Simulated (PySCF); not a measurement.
LDA on W (tungsten, neutral), [Xe] 4f14 5d3 6s2 6p1, one real determinant (an excited configuration). Computed with PySCF 2.14 in def2-TZVPPD with the def2 core potential (60 electrons), with a scalar-relativistic core potential.

```
cycle= 1 E= -66.5903008979026  delta_E= 0.00746  |g|= 0.127  |ddm|= 1.23
cycle= 2 E= -66.5746731638116  delta_E= 0.0156  |g|= 0.227  |ddm|= 1.34
cycle= 3 E= -66.6098889335785  delta_E= -0.0352  |g|= 0.0646  |ddm|= 0.455
cycle= 4 E= -66.6152692874989  delta_E= -0.00538  |g|= 0.0189  |ddm|= 0.333
cycle= 5 E= -66.6155008501235  delta_E= -0.000232  |g|= 0.00882  |ddm|= 0.183
cycle= 6 E= -66.6156606391444  delta_E= -0.00016  |g|= 0.00387  |ddm|= 0.0967
cycle= 7 E= -66.6156740976249  delta_E= -1.35e-05  |g|= 0.000563  |ddm|= 0.0214
cycle= 8 E= -66.6156742697061  delta_E= -1.72e-07  |g|= 0.000254  |ddm|= 0.000754
cycle= 9 E= -66.6156743155186  delta_E= -4.58e-08  |g|= 8.43e-05  |ddm|= 0.000549
cycle= 10 E= -66.6156743219036  delta_E= -6.39e-09  |g|= 1.47e-05  |ddm|= 0.000323
cycle= 11 E= -66.6156743221513  delta_E= -2.48e-10  |g|= 2.56e-07  |ddm|= 9.62e-05
converged SCF energy = -66.6156743221513  <S^2> = 6.5161718  2S+1 = 5.2023732
```

Highest occupied orbital energy: -2.705 eV; ⟨L²⟩ = 15.37; populations by l: s 3.66, p 7.00, d 3.34, f 0.00.

Question: Can this result be used?

Answer: Not for this state. Self-consistency was reached. ⟨L²⟩ = 15.37 against 20 for a pure G term, so this real determinant mixes terms. Energies and moments cover only the electrons outside the core potential. Spin-orbit coupling, absent here, splits the open shell strongly. ⟨S²⟩ = 6.52 against 6.00 shows spin contamination. The s, p, d and f populations moved away from the nominal configuration during the SCF.
